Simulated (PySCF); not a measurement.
These compounds are isomers of formula C5H6ClFO.

A. `CC(C)=C(Cl)C(=O)F`
B. `F[C@@H]1C=C(Cl)COC1`
C. `InChI=1S/C5H6ClFO/c1-5(7)2-3(5)4(6)8/h3H,2H2,1H3/t3-,5+/m0/s1`

Spectrum 1. $^{1}$H NMR (300 MHz, computed): δ 6.40 (m, 1H), 4.87 (m, 1H), 4.50 (m, 1H), 4.28 (m, 1H), 4.05 (m, 1H), 3.54 (m, 1H). $^{13}$C{$^{1}$H} NMR (computed): δ 153.1 (C), 128.3 (CH), 86.2 (CH), 72.4 (CH2), 72.0 (CH2).

Spectrum 2. $^{1}$H NMR (300 MHz, computed): δ 2.51 (s, 3H), 2.44 (s, 3H). $^{13}$C{$^{1}$H} NMR (computed): δ 174.8 (C), 162.3 (C), 123.9 (C), 29.3 (CH3), 27.3 (CH3).

Spectrum 3. $^{1}$H NMR (300 MHz, computed): δ 2.75 (m, 1H), 1.82 (m, 3H), 1.80 (m, 1H), 1.32 (m, 1H). $^{13}$C{$^{1}$H} NMR (computed): δ 183.6 (C), 88.5 (C), 39.1 (CH), 27.8 (CH2), 17.1 (CH3).

- PBE0/pcSseg-1 with gauge-including orbitals
- GFN2-xTB geometry
- code: PySCF 2.14
- relativity neglected, rapidly exchanging positions averaged, gas phase, one computed conformer

References, each an isolated molecule treated in the same way: TMS for $^{1}$H (σ = 31.72 ppm) and $^{13}$C (σ = 186.93 ppm). Splittings of carbon signals by F and P are missing where no couplings were computed. Where no couplings were computed, multiplicities follow the n + 1 count of equivalent neighbours, and m marks all less simple cases (inequivalent or close neighbours, rings, F or P nearby). Shifts are as computed. Against solution values, carbons near 30 ppm lie about +3 ppm off and those near 130 ppm about +5 ppm; carbons on Cl a further +6 ppm. Of 1211 compounds with measured shifts, 218 miss one by over three times the rms of a fit or turn the order of signals round; such compounds aren't used in these exercises. Carbons bonded to Cl come out too deshielded.

Which spectrum belongs to which compound?

Answers

1–B, 2–A, 3–C.

- Spectrum 1 (B): 5 $^{13}$C signals; δC 153.1 is a fully substituted alkene carbon; δC 128.3 is an alkene CH.
- Spectrum 2 (A): 5 $^{13}$C signals; δC 174.8 is a β carbon of a C=C–C=O unit; δC 123.9 is an α carbon of a C=C–C=O unit.
- Spectrum 3 (C): 5 $^{13}$C signals; δC 88.5 is a three-membered-ring carbon; δC 39.1 is a three-membered-ring carbon.
